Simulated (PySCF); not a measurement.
Stationary points of IF₄

These are results of PBE0/[I def2-SVP with ECP28, F def2-SVP], scalar-relativistic core potentials, density fitting, no spin–orbit coupling, PySCF, not measurements.

Relaxations began from a few typed shapes; open shells are unrestricted. The search is not exhaustive: other isomers or separated fragments can lie lower, and high-lying points may rest on an excited occupation.

(1) Which is the lowest minimum found?
A. doublet C2v: I–F 1.934 Å (×2), I–F 1.939 Å (×2); F–I–F 78.8°, F–I–F 86.5° (×4), F–I–F 171.0°
B. doublet C4v: I–F 1.953 Å (×4); F–I–F 88.9° (×4), F–I–F 163.7° (×2)
C. doublet D4h: I–F 1.960 Å (×4); F–I–F 90.0° (×4), F–I–F 180.0° (×2)

Answers

(1) B. The others lie at 17.9 (doublet D4h, a saddle point), 37.8 (doublet C2v) kJ/mol above it.

For the lowest minimum: with an element this heavy the missing spin–orbit coupling can shift these numbers.
